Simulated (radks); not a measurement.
Nb II, 40 electrons, occupied as [Kr] 4d4 (the NIST ground configuration). All-electron calculation, scalar-relativistic Kohn-Sham, LDA (Slater exchange, Perdew-Wang correlation), spin-polarised, spherical densities, finite nucleus; open shells are filled with parallel spins first (spin-orbit coupling, left out, can overturn this in heavy ions); Fermi nuclear charge, rms radius 4.324 fm. Program: a radial shooting solver on a logarithmic mesh with Libxc functionals.

Unscreened Slater integrals over Kohn-Sham orbitals (cm^-1). They are taken over the spin-up orbitals.

integral    value
F0(4d,4d)   98274
F2(4d,4d)   47848
F4(4d,4d)   30708
F0(4d,4p)  117060
F2(4d,4p)   53749
G1(4d,4p)   64965
G3(4d,4p)   39099
F0(4d,4s)  120900
G2(4d,4s)   44446
F0(4d,3d)  136250
F2(4d,3d)   20780
F4(4d,3d)  8529.7
G0(4d,3d)  6489.6
G2(4d,3d)  7166.3
G4(4d,3d)  5356.5
F0(4p,4p)  151300
F2(4p,4p)   79132
F0(4p,4s)  159760
G1(4p,4s)  107650
F0(4p,3d)  197010
F2(4p,3d)   44365
G1(4p,3d)   14254
G3(4p,3d)   13684
F0(4s,4s)  169970
F0(4s,3d)  217140
G2(4s,3d)   17809
F0(3d,3d)  461670
F2(3d,3d)  226450
F4(3d,3d)  143650

Derived for the open shells (J is the average intra-shell exchange parameter used in DFT+U). 4d: Racah B = F2/49 - 5 F4/441 = 628.3 cm^-1, C = 35 F4/441 = 2437 cm^-1, C/B = 3.88, F4/F2 = 0.642, J = (F2 + F4)/14 = 5611 cm^-1.
